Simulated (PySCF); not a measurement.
## Computed properties of AlI₃, SMILES [I][Al]([I])[I]

AlI₃, SMILES [I][Al]([I])[I]. Geometry optimised at PBE0-D3(BJ)/def2-SVP. The isomer is the one that the SMILES or the coordinates give; other isomers of the formula were not compared. The def2 effective core potentials stand for the cores of I; spin–orbit coupling is left out. Other conformers were not sampled. All values are computed for the isolated molecule unless a solvent is named; none is compared with measurement here.

**Structure.** The optimised structure has D3h symmetry. All 6 harmonic modes at PBE0-D3(BJ)/def2-SVP (PySCF) are real, so it is a minimum. With heavy atoms numbered as in [Al:1]([I:2])([I:3])[I:4], the shortest bond between them is Al1–I3 at 2.453 Å and the longest Al1–I2 at 2.453 Å.

**Vibrations.** The strongest infrared lines (harmonic, unscaled, degenerate partners summed) lie at 440 cm⁻¹ (274 km/mol, Al 88 %, I 12 %), 144 cm⁻¹ (8 km/mol, Al 93 %), 65 cm⁻¹ (2 km/mol, I 95 %). The softest mode is at 65 cm⁻¹ and the zero-point energy is 1.9 kcal/mol.

**Electronic structure.** M06-2X/def2-TZVP (PySCF) places the frontier levels at -8.88 and -1.34 eV, a gap of 7.54 eV, and gives a dipole moment of 0.00 D and a mean polarisability of 120.3 bohr³. PBE/def2-TZVP (PySCF) at the same geometry gives -6.61 and -2.67 eV, so its gap is 3.60 eV narrower. An orbital gap is neither the optical nor the fundamental gap.

**Excitations.** TDA-PBE0/def2-SVPD (PySCF) has S1 at 4.55 eV (272 nm, f = 0.000, dark); the most intense of the 10 singlets computed lies at 5.36 eV (f = 0.29). Strengths of degenerate partners are summed. T1 (TDA) is at 4.26 eV, 0.29 eV under S1. TDA-PBE/def2-SVPD (PySCF) puts S1 at 3.96 eV. No vertical singlet excitation falls in the visible range (under 3.1 eV).
